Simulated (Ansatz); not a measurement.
HfH4 in a box, plane waves

Ansatz 0.2.0, DFT PBE, spin-orbit coupling, plane waves, PAW, molecule in a box. The geometry was relaxed with Gaussian bases (PBE; Hf def2-SVP with ECP60, H def2-SVP).

```yaml
crystal:
  lattice:
    - [12.03, 0.0, 0.0]
    - [0.0, 12.03, 0.0]
    - [0.0, 0.0, 11.14]
  atoms:
    - { symbol: Hf, position: [0.49994264, 0.49994264, 0.49993627] }
    - { symbol: H, position: [0.62582128, 0.49994264, 0.5959237] }
    - { symbol: H, position: [0.49994264, 0.62582128, 0.40394973] }
    - { symbol: H, position: [0.37406484, 0.49994264, 0.5959237] }
    - { symbol: H, position: [0.49994264, 0.37406484, 0.40394973] }
basis:
  ecutwfc: 420
  ecutrho_ratio: 4
kpoints:
  mp_grid: { grid: [1, 1, 1] }
hamiltonian:
  xc: pbe
scf:
  occupations: { method: gaussian, width: 0.01 }
output:
  forces: true
  eigenvalues: true
  populations: true
  write_density: true
  write_potential: true
  elf: true
  volumetric_format: npy
magnetization:
  noncollinear: true
  spin_orbit: true
```

Command:
```sh
ansatz run input.yaml --threads 2 --pin off --max-ram 5120MiB --backend cpu --events-out ev --progress --plain --runs-dir out
```
It took 15 s on 2 threads of Arm Neoverse V1 (shared host), peak memory 1.8 GiB.

How does the SCF go?


```
SCF iter   1: F=—  HF=-15803.107870 eV  |F-HF|=—  |Δ(HF+E_count)|=         —  Δρ=2.10e-2
preconditioner: auto → Resta (q_TF=auto, 1.404 Å⁻¹)  ε∞=1.2  [insulator: Δε(μ)=5.373 eV  Ē_g=11.072 eV  σ=0.010 eV  W_gap=1.00  n_
spin=Noncollinear: Resta preconditioning applied to the charge; magnetization (m_x, m_y, m_z) channels mix plain (no charge-respon
SCF iter   2: F=—  HF=-15801.283278 eV  |F-HF|=—  |Δ(HF+E_count)|=    1.82e0  Δρ=1.17e-2
SCF iter   3: F=—  HF=-15800.637543 eV  |F-HF|=—  |Δ(HF+E_count)|=   6.46e-1  Δρ=2.49e-3
...
SCF iter   5: F=—  HF=-15800.634457 eV  |F-HF|=—  |Δ(HF+E_count)|=   2.98e-3  Δρ=3.42e-4
SCF iter   6: F=—  HF=-15800.635233 eV  |F-HF|=—  |Δ(HF+E_count)|=   7.76e-4  Δρ=6.55e-5
SCF iter   7: F=—  HF=-15800.635201 eV  |F-HF|=—  |Δ(HF+E_count)|=   3.13e-5  Δρ=9.29e-6
SCF iter   8: F=—  HF=-15800.635239 eV  |F-HF|=—  |Δ(HF+E_count)|=   3.78e-5  Δρ=2.13e-6
SCF iter   9: F=-15800.635239 eV  HF=-15800.635239 eV  |F-HF|=2.35e-9  |Δ(HF+E_count)|=   9.33e-9  Δρ=4.86e-7
```

Which levels lie next to the highest filled one (eV, counted from it)?

Filled: -9.43, -9.43, -1.47, -1.47, -0.16, -0.16, 0.00, 0.00, 0.00, 0.00. Empty: 3.94, 3.94, 3.95, 3.95, 4.77, 4.77, 4.92, 4.92.

What forces are left at this geometry, relaxed with Gaussian bases (eV/Å)?


```
Hf   0.00  0.00  0.00
H   -0.18  0.00 -0.12
H    0.00 -0.18  0.12
H    0.18  0.00 -0.12
H    0.00  0.18  0.12
```
